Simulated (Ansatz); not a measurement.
CuAg₂: single points at one geometry.

```yaml
crystal:
  periodic: [false, false, false]
  atoms:
    - {symbol: Ag, position_ang: [1.770430, 1.249335, 0.312834]}
    - {symbol: Ag, position_ang: [-1.837050, -1.091272, 0.476964]}
    - {symbol: Cu, position_ang: [0.066620, -0.158062, -0.789799]}
basis:
  gaussian: {orbitals: def2-TZVP, initial_orbitals: start.molden}
magnetization: {spin_polarized: true, initial_magnetization: 1}
hamiltonian: {xc: r2scan, dispersion: d4}
scf: {omitted_lower_state_checks: [starts]}
output: {forces: true, orbitals: {seedname: orbitals}}
```

The file start.molden holds the orbitals of an earlier run on this structure, at another level or in another basis.

```sh
$ ansatz run in.yaml --threads 4 --pin off --events-out ev --progress --plain --max-ram 3916MiB
```

It prints (some lines left out):

```
Functional definition: r2SCAN
1159 factors; their error is unknown
mean field evaluation 1: about -52643.3485 eV, gradient 4.2e0 eV
mean field evaluation 2: about -52643.4415 eV, gradient 5.3e-1 eV
mean field evaluation 4: about -52643.4201 eV, gradient 4.0e-2 eV
mean field -52643.42006300 eV, -1934.6100043235 hartree, gradient 3.1e-5 eV, S^2 0.759175; 0 other end points of the search recorded, 0 dependent functions left out
reference -52643.42009021 eV, -1934.6100053233 hartree; 34, 33 occupied and 91, 92 virtual orbitals, 1159 factors
Total energy: -52643.43816317 eV, -1934.6106694925 hartree
Atom 0 at     1.770430     1.249335     0.312834 Å, force    -0.177367    -0.142910    -0.100710 eV/Å
Atom 1 at    -1.837050    -1.091272     0.476964 Å, force     0.195789     0.099202    -0.117688 eV/Å
Atom 2 at     0.066620    -0.158062    -0.789799 Å, force    -0.018422     0.043708     0.218398 eV/Å
Dipole moment:    -0.009268     0.021990     0.109879 e Å
Checks for a lower state left out: starts
```

Run time 3.3 s (4 threads of Intel Xeon on a shared host).

First input, but with `gaussian: {orbitals: def2-SVP, initial_orbitals: start.molden}`, `hamiltonian: {xc: pbe0, dispersion: d4}`, `output: {orbitals: {seedname: orbitals}}` (abridged; 2 s):

```
Functional definition: PBE0
mean field -52625.51782262 eV, -1933.9521091243 hartree, gradient 3.3e-5 eV, S^2 0.761834
Total energy: -52625.59952694 eV, -1933.9551117027 hartree
Checks for a lower state left out: starts
```

The first input with `hamiltonian: {xc: {name: B3LYP}, dispersion: d4}`, `output: {orbitals: {seedname: orbitals}}` (abridged; 2.5 s):

```
Functional definition: B3LYP
mean field -52645.57319023 eV, -1934.6891302899 hartree, gradient 1.4e-5 eV, S^2 0.757216
Total energy: -52645.73148054 eV, -1934.6949473515 hartree
Checks for a lower state left out: starts
```

As the first input, with `gaussian: {orbitals: def2-TZVPD, initial_orbitals: start.molden}`, `hamiltonian: {xc: pbe, dispersion: d4}`, `output: {orbitals: {seedname: orbitals}}` (abridged; 1.4 s):

```
Functional definition: PBE
mean field -52635.52256185 eV, -1934.3197765092 hartree, gradient 3.2e-5 eV, S^2 0.752215
Total energy: -52635.61661339 eV, -1934.3232328399 hartree
Checks for a lower state left out: starts
```

The first input with `hamiltonian: {xc: {name: LC-wPBE}}`, `output: {orbitals: {seedname: orbitals}}` (abridged; 2.1 s):

```
Functional definition: LC-wPBE
mean field -52635.60871755 eV, -1934.3229426728 hartree, gradient 2.6e-5 eV, S^2 0.805875
Total energy: -52635.60871755 eV, -1934.3229426731 hartree
Checks for a lower state left out: starts
```

First input, but with `gaussian: {orbitals: STO-3G}`, `hamiltonian: {xc: hf}`, `output: {orbitals: {seedname: orbitals}}` (abridged; 12 s):

```
Functional definition: HF
mean field evaluation 16: about -324183.8724 eV, gradient 1.1e0 eV
mean field evaluation 32: about -324186.2772 eV, gradient 7.8e-1 eV
mean field -324186.28742223 eV, -11913.6263214091 hartree, gradient 4.7e-6 eV, S^2 4.038171
Total energy: -324186.28742223 eV, -11913.6263214091 hartree
Checks for a lower state left out: starts
```

First input, but with `hamiltonian: {xc: pbe}`, `correlation: {method: rpa, frozen_orbitals: {Ag: 0, Cu: 9}}` and without the key `output` (abridged; 2.9 s):

```
Functional definition: PBE
mean field -52635.51147864 eV, -1934.3193692090 hartree, gradient 2.4e-6 eV, S^2 0.752229
9 core orbitals not correlated, not the lowest: weight in the atoms' cores, before any rotation towards them, 1.000 or more for the frozen orbitals, at most 0.000 for the correlated occupied ones
Total energy: -52595.72961553 eV, -1932.8574127047 hartree
Checks for a lower state left out: starts
```

Geometry: PBE-D4/def2-TZVP.

In the def2 sets Ag takes a core potential, while STO-3G treats all electrons; there is no spin–orbit coupling. LC-ωPBE has ω = 0.4 bohr⁻¹. B3LYP takes the VWN-RPA correlation. Correlated methods freeze 9 core orbitals; core or outer-core shells of Ag are correlated, in sets that lack core-valence functions. At HF/STO-3G the charge 0 doublet is spin-contaminated (final ⟨S²⟩ up to 4.04, 0.75 for a pure state). The structure comes from a short search, and lower isomers may exist.
